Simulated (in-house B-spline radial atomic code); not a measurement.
# LC-wPBE excitations of Mo VII (Mo6+)

Method: LC-wPBE. Computed with a B-spline radial code for spherical atoms: linear response of the closed shell [Ar] 3d10 4s2 4p6 with the functional's adiabatic kernel; scalar-relativistic (spin-free one-electron X2C), finite nucleus, no spin-orbit coupling, no double excitations, S, P, D and F terms only; shells from n = 2 respond. Only terms of natural parity with L up to 3 were computed.

Command:
```bash
python run_td.py task.json out
```
Settings (radii: box in bohr, nucleus in fm):
```
Z                        42
electrons                36
configuration            [Ar] 3d10 4s2 4p6
hamiltonian              x2c
method                   lc_wpbe
box_radius               14.35
rms_radius               4.4091
intervals                70
```

Run time, properties included: 1.5 s on 1 thread of AMD EPYC 9R14 (Zen 4) (shared host).

The lowest states, in the order of their Tamm-Dancoff energies; the method's threshold (minus the highest occupied level) is 122.54 eV. Labels give the largest channel, * marks a mixed state, and oscillator strengths are full-response dipole values. Semilocal kernels can invert the small singlet-triplet splittings of Rydberg terms. Energies in eV:

| state | full response | Tamm-Dancoff | oscillator strength |
| --- | --- | --- | --- |
| 4p → 4d 3P | 38.37 | 38.46 | - |
| 4p → 4d 3F | 38.79 | 38.92 | - |
| 4p → 4d 1F | 41.70 | 41.73 | - |
| 4p → 4d 1P | 51.30 | 53.12 | 5.5 |
| 4p → 5s 3P | 58.49 | 58.50 | - |
| 4p → 5s 1P | ? | ? | ? |
| 4p → 5p 3S | 66.57 | 66.59 | - |
| 4p → 5p 3D | ? | ? | - |
| 4s → 4d 3D | 67.38 | 67.43 | - |
| 4p → 5p 1D | 67.53 | 67.53 | - |
| 4p → 5p 1S | 70.38 | 70.58 | - |
| 4s → 4d 1D | 70.96 | 71.04 | - |
| 4p → 4f 3D | 75.96 | 75.98 | - |
| 4p → 4f 1D | 78.96 | 79.09 | - |
| 4p → 5d 3P | 79.90 | 79.91 | - |
| 4p → 5d 3F | 80.06 | 80.07 | - |

Where does 4p → 5p 3D lie?

At 67.17 eV in full response, 67.18 eV in Tamm-Dancoff.

Where does 4p → 5s 1P lie?

At 59.19 eV in full response, 59.21 eV in Tamm-Dancoff, oscillator strength 0.587.

How large is the singlet-triplet splitting of 4p → 4d (F terms) in Tamm-Dancoff?

2.8 eV, from the unrounded values.

What polarisabilities and dispersion coefficient does the method give?

Dipole 1.79 bohr³, quadrupole 2.565 bohr⁵, C6 4.978 hartree·bohr⁶ for two such species.
